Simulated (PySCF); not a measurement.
Species: C5H9NO.
SMILES: `C/N=C/C1COC1`

Level: PBE0/def2-SVPD in PySCF, non-relativistic, on one gas-phase PBE0-D3(BJ)/def2-SVP geometry that isn't relaxed in the solvent. The solvent is an IEF-PCM continuum (van der Waals radii × 1.2), and excitations are vertical TDDFT with non-equilibrium linear response and a frozen core. Only the electrostatic response of the medium enters.

Gas-phase singlets (H = HOMO, L = LUMO):

```tsv
state	E (eV)	λ (nm)	f	leading configurations
S1	5.057	245	0.001	H→L 62%, H-1→L 36%
S2	5.909	210	0.000	H-1→L 63%, H→L 37%
S3	6.940	179	0.003	H-1→L+2 42%, H→L+2 33%
S4	7.063	176	0.207	H-2→L 45%, H→L+1 30%
S5	7.266	171	0.020	H→L+1 36%, H-1→L+1 29%
```

Problem. Give the list for benzene (ε = 2.271), n² = 2.25.

Solution. 
| state | E (eV) | λ (nm) | f | leading configurations | change by rank (eV) |
| --- | --- | --- | --- | --- | --- |
| S1 | 5.101 | 243 | 0.001 | H→L 50%, H-1→L 49% | +0.044 |
| S2 | 5.946 | 209 | 0.000 | H-1→L 50%, H→L 49% | +0.037 |
| S3 | 6.927 | 179 | 0.003 | H→L+2 31%, H-1→L+2 22% | -0.013 |
| S4 | 7.031 | 176 | 0.431 | H-2→L 75% | -0.032 |
| S5 | 7.331 | 169 | 0.049 | H→L+1 36%, H→L+2 34% | +0.065 |

Problem. How does the list change in acetonitrile (ε = 35.69)?

Solution. 
| state | E (eV) | λ (nm) | f | leading configurations | change by rank (eV) |
| --- | --- | --- | --- | --- | --- |
| S1 | 5.189 | 239 | 0.001 | H-1→L 66%, H→L 32% | +0.132 |
| S2 | 5.994 | 207 | 0.000 | H→L 67%, H-1→L 32% | +0.085 |
| S3 | 6.910 | 179 | 0.001 | H→L+1 71%, H-1→L+1 22% | -0.030 |
| S4 | 7.085 | 175 | 0.468 | H-2→L 82%, H-1→L+2 9% | +0.022 |
| S5 | 7.439 | 167 | 0.018 | H→L+2 66%, H-1→L+1 10% | +0.173 |

Problem. How do the frontier levels move from gas to acetonitrile?

Solution. 
```
orbital  gas (eV)  solvent (eV)  change (eV)
 LUMO+2      0.98          1.12        +0.14
 LUMO+1      0.85          0.98        +0.13
   LUMO     -0.42         -0.30        +0.12
   HOMO     -7.42         -7.41        +0.01
 HOMO-1     -7.47         -7.49        -0.02
 HOMO-2     -8.30         -8.20        +0.10
 HOMO-3     -9.21         -9.25        -0.04
```

The HOMO–LUMO gap goes from 7.01 to 7.11 eV. Rows go by rank; for HOMO-1, HOMO, LUMO+1 and LUMO+2 the atom shares or the degeneracy differ between the runs, so the row needn't follow one orbital.

Conformer computed: `[CH3:1]/[N:2]=[CH:3]/[CH:4]1[CH2:5][O:6][CH2:7]1`: N2–C3–C4–C5 -131°.
